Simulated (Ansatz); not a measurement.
Cost and result for the atomization energy of H₈N₂O₃Si₂, SMILES `N[SiH2]O[Si](N)(O)O` (15 atoms, 14 bonds).

```xyz
15

N     1.299    1.661    0.308
Si    0.029    1.621   -0.869
O    -0.912    0.306   -0.643
Si   -0.709   -1.033    0.285
N     0.423   -2.020   -0.519
O    -2.140   -1.791    0.477
O    -0.151   -0.606    1.760
H     1.435    2.511    0.832
H     2.189    1.241    0.082
H    -0.780    2.846   -0.664
H     0.571    1.562   -2.250
H     0.260   -2.248   -1.488
H     0.791   -2.820   -0.029
H    -2.791   -1.349    1.024
H     0.486    0.120    1.693
```

The species carries charge 0 and has multiplicity 1. The geometry is a stationary point of PBE0-D4/def2-TZVP. It is one conformer, not always the lowest. Program: Ansatz. All runs use 2 threads of an AMD EPYC 7R13 on a shared host and a share of an NVIDIA H100 80 GB. Times are those of one run each, without the atoms' runs, and a repeat can differ threefold. Electronic energies, without spin–orbit coupling; frozen cores. CCSD(T)/CBS adds CCSD(T) − MP2 in def2-TZVPP to the MP2 limit, and its time is that of the two runs behind it. T1 = 0.011. B3LYP takes the VWN-RPA correlation (the form of Gaussian; ORCA's B3LYP/G).

CCSD(T)/CBS is a level of theory with its own doubt, some kJ/mol a heavy atom from the limit and from the frozen cores, so smaller differences don't rank the functionals.

| level | functions | wall time | atomization (kcal/mol) | difference from CCSD(T)/CBS | per bond |
| --- | --- | --- | --- | --- | --- |
| B2PLYP/def2-TZVPP | 351 | 2.6 s | 1372.4 | -23.5 | -1.7 |
| PBE0-D4/def2-TZVPP | 351 | 4.5 s | 1371.6 | -24.3 | -1.7 |
| PBE-D4/def2-TZVPP (with forces) | 351 | 4.6 s | 1401.1 | 5.2 | 0.4 |
| ωB97M-V/def2-TZVPP (with forces) | 351 | 4.8 s | 1395.6 | -0.3 | 0.0 |
| r2SCAN-D4/def2-TZVPP (with forces) | 351 | 4.9 s | 1384.2 | -11.7 | -0.8 |
| B3LYP-D4/def2-TZVPP (with forces) | 351 | 5 s | 1386.3 | -9.6 | -0.7 |
| ωB97X-V/def2-TZVPP | 351 | 6.5 s | 1394.1 | -1.8 | -0.1 |
| MP2/def2-QZVPP | 665 | 6.5 s | 1407.7 | 11.8 | 0.8 |
| CCSD(T)/def2-TZVPP | 351 | 17 s | 1348.4 | -47.5 | -3.4 |
| CCSD(T)/CBS(def2) | – | 24 s | 1395.9 | 0.0 | 0.0 |

From PBE to PBE0 (25 % exact exchange), in def2-TZVPP and without D4, the atomization energy moves by −28.2 kcal/mol: exact exchange takes away binding that semilocal exchange gives to molecules. The D4 term adds +14.8 kcal/mol with B3LYP and +7.9 kcal/mol with PBE0; it sums over pairs of atoms, weighted by their polarisabilities, and B3LYP, whose exchange is more repulsive, gets the larger term. In def2-TZVPP, CCSD(T) changes the Hartree–Fock value by +379.8 kcal/mol (the triples alone add +21.0 kcal/mol) and MP2 by +410.3 kcal/mol; breaking electron pairs costs correlation energy, which Hartree–Fock lacks.
